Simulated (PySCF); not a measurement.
A GIAO shielding run with PySCF 2.14.0 with density-fitted response routines (density fitting, non-relativistic, gas phase) on SMILES CO[SiH2]NC1CCC1, C₅H₁₃NOSi:

```
$ OMP_NUM_THREADS=1 python probes_run.py task.json out

{"job": {"kind": "nmr", "xc": "PBE0", "basis": "pcSseg-1"}, "charge": 0, "multiplicity": 1}
C      3.883113     0.243898     0.000083
O      2.578355     0.641471     0.258847
Si     1.266366    -0.308299     0.116385
N      0.099724     0.696579     0.858106
C     -1.317535     0.532667     0.769473
C     -1.848563    -0.909926     0.747824
C     -2.719812    -0.566212    -0.468721
C     -1.997491     0.781263    -0.600207
H      4.535504     1.109820     0.119467
H      3.983565    -0.143206    -1.017137
H      4.195693    -0.537645     0.697397
H      1.064928    -0.658992    -1.301446
H      1.431292    -1.556183     0.875288
H      0.368797     1.660903     0.989052
H     -1.789340     1.123596     1.562177
H     -1.066029    -1.625477     0.522387
H     -2.378218    -1.229251     1.642550
H     -2.620947    -1.235744    -1.319934
H     -3.775063    -0.463694    -0.223483
H     -2.632670     1.662286    -0.665525
H     -1.270589     0.799088    -1.408353
```

Hardware: 1 thread of an Arm Neoverse N1, shared host. The job also computes population analyses, field gradients, ring-centre shieldings.

Question: How large is the calculation?

Answer: 72 electrons, 208 basis functions and 1095 auxiliary functions.

Question: How long does it take, and how much memory does it need?

Answer: 80 s of wall time, with 12 SCF cycles and 4 response iterations; peak memory 1 GiB. Times on a shared host scatter by some tens of per cent.
